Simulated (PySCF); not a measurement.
CH₆F₂NSi₂ (doublet state).
Cartesian coordinates in Å at the GFN2-xTB level; atoms count from 1:
```xyz
12
CH6F2NSi2 angstrom
F     -1.841   -1.566    0.122
C     -0.647   -1.291   -0.462
F      0.139   -2.392   -0.344
N     -0.078   -0.102   -0.157
Si     1.678   -0.049   -0.268
Si    -1.187    1.147    0.404
H      2.028   -0.613   -1.569
H      2.235   -0.833    0.833
H      1.983    1.372   -0.163
H     -2.288    1.179   -0.555
H     -1.645    0.791    1.745
H     -0.376    2.357    0.387
```

The hyperfine couplings belong to this conformer and change with its torsions.

The species is `F[C](F)N([SiH3])[SiH3]` [radical].

Theory: PySCF, UKS B3LYP, pcH-1 on C F H N Si, non-relativistic, mean-field spin-orbit, GIAO. The structure is a single GFN2-xTB conformer in the gas phase; no vibrational or solvent corrections. Couplings are sensitive to structure, and on GFN2-xTB geometries they can be far from those on DFT ones. No stability test was run, so a lower SCF solution isn't excluded.

(1) Where do the isotropic ENDOR lines of N4 and H7 (×6) fall at 338.3 mT, to first order?

(2) Which pairs are centred on the nuclear Larmor frequency, and which on half the coupling?

(3) At what field would the lower line of N4 fall to zero frequency?

## Answers

(1) ν± = |νn ± a/2|, one line for each electron-spin manifold; νn = |g_N| × 7.62259 MHz/T × B.

```tsv
nuclei	isotope	g_N	νn (MHz)	a_iso (MHz)	lower line (MHz)	upper line (MHz)
N4	14N	0.4038	1.04	29.74	13.83	15.91
H7 (×6)	1H	5.5857	14.40	5.70	11.56	17.25
```

(2) Centred on νn, since |a| < 2νn: H7 (×6). Centred on |a|/2 and split by 2νn: N4.

(3) Where νn = |a|/2, that is B = 14.87 MHz/(0.4038 × 7.62259 MHz/T) = 4830 mT, as far as first order holds there.

Couplings of abundant isotopes left out: F1/F3 (400.9 MHz).

Nuclei that the bonding pattern makes equivalent are averaged, as if the motion that swaps them (rotation, inversion, ring flip) were fast. The six 1H nuclei of mean +5.7 MHz run from -2.4 to 14.1 MHz in the frozen geometry.

Largest spin populations (Mulliken): C2 (+0.76) and N4 (+0.09). No atom but C2 exceeds +0.15. The angles at C2 add up to 341.4°, so it is pyramidal.

Hardware: an Arm Neoverse V1 with one thread, shared host with 32 logical CPUs at a one-minute load of 18. Cost: 49 s (with the writing of density and orbital grids), 0.87 GiB resident at most.
